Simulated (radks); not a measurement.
Results of a calculation; reference values are marked as such.
Charge is removed step by step from the 3p3/2 level of the mercury ion Hg+, starting from [Ne] 3s2 3p(1/2: 2, 3/2: 4) 3d10 4s2 4p6 4d10 4f14 5s2 5p6 5d10 6s1. Level of theory: Dirac Kohn-Sham, PBEsol, spin-unpolarised, spherical densities, finite nucleus; Fermi nuclear charge, rms radius 5.4648 fm (a radial shooting solver on a logarithmic mesh with Libxc functionals).

removed (e),E - E(0) (eV),eigenvalue (eV),E minus straight line (eV)
0,0.000,-2797.3,0.000
0.125,350.16,-2805.2,-3.490
0.25,701.30,-2813.1,-5.995
0.375,1053.4,-2821.0,-7.508
0.5,1406.6,-2829.0,-8.024
0.625,1760.7,-2837.1,-7.537
0.75,2115.8,-2845.2,-6.041
0.875,2472.0,-2853.3,-3.530
1,2829.2,-2861.5,0.000

Removing the whole electron costs 2829.2 eV by Delta-SCF, against 2797.3 eV from minus the eigenvalue at the starting occupation. Slater's transition state (half an electron removed) gives 2829.0 eV. Integrating minus the eigenvalue over the occupation (Janak's theorem) gives 2829.2 eV. The mean slope of the eigenvalue, de/dn, is 64.2 eV per electron.
